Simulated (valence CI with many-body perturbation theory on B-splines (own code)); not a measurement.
# I XLVII: key properties

Computed by configuration interaction combined with many-body perturbation theory (CI+MBPT): five valence electrons over a frozen Dirac-Fock core [He], radial functions for each j: 9 s, 9 p, 8 d, 6 f, 3 g, 1 h, with the one-electron correlation potential Σ1 (screened to all orders), the two-electron term Σ2, the three-electron term Σ3, Breit, model QED; selected single and double excitations, second order for the rest, scaled by the run's own slope (own B-spline code, finite nucleus).

No measured spectrum was set against this ion. As an estimate, large intervals hold to a few tenths of a per cent, small ones and those within an open d or f shell to about a per cent. Among the levels kept, up to 3700 cm⁻¹ of a level comes from second order outside the variational space, and about a tenth of that is noise between levels of different J, which matters for small intervals.

Levels are named by their leading jj configuration (3d3/2^4 stands for four electrons in 3d with j = 3/2), which in mixed levels can hold well under half, so a name can repeat and another be missing.

Rates and lifetimes use the calculated energies. Strong lines usually hold to 10 to 20 %, long lifetimes can be off by a factor of two.

(1) What is the ground level?

(2) Among levels below 40790 × 10³ cm⁻¹, which E1 lines absorb most strongly from the ground level?

(3) Where does the other parity begin?

(4) How well does LS coupling describe the low levels?

(5) Name the longest-lived excited levels whose lifetime is computed, and their main decay.

## Answers

(1) (2s^2 2p1/2^2 2p3/2) J=3/2, composition 46 % 2s2 2p3 2P° + 28 % 2s2 2p3 4S° + 26 % 2s2 2p3 2D°, g = 1.363.

(2) to (2s^2 2p1/2 2p3/2 3d3/2) J=5/2 at 0.2508 nm, f = 0.579; to (2s^2 2p1/2^2 3d5/2) J=5/2 at 0.2663 nm, f = 0.525; to (2s^2 2p1/2 2p3/2 3d3/2) J=1/2 at 0.2500 nm, f = 0.227.

(3) At (2s 2p1/2^2 2p3/2^2) J=5/2, 4096.4 × 10³ cm⁻¹.

(4) Among the lowest 20 levels the leading LS term, summed over configurations, holds 61 % on average. For single configurations the figures are 61 % in LS and 99 % in jj coupling. Terms mix most in the J = 3/2 level at 36777 × 10³ cm⁻¹, where the leading one holds 31 %.

(5) (2s^2 2p1/2 2p3/2^2) J=5/2 at 2542.1 × 10³ cm⁻¹ lives 22.0 ns, mostly by M1 to (2s^2 2p1/2^2 2p3/2) J=3/2; (2s^2 2p1/2 2p3/2^2) J=1/2 at 2786.5 × 10³ cm⁻¹ lives 5.63 ns, mostly by M1 to (2s^2 2p1/2^2 2p3/2) J=3/2; (2s^2 2p1/2 2p3/2^2) J=3/2 at 2382.9 × 10³ cm⁻¹ lives 3.80 ns, mostly by M1 to (2s^2 2p1/2^2 2p3/2) J=3/2.
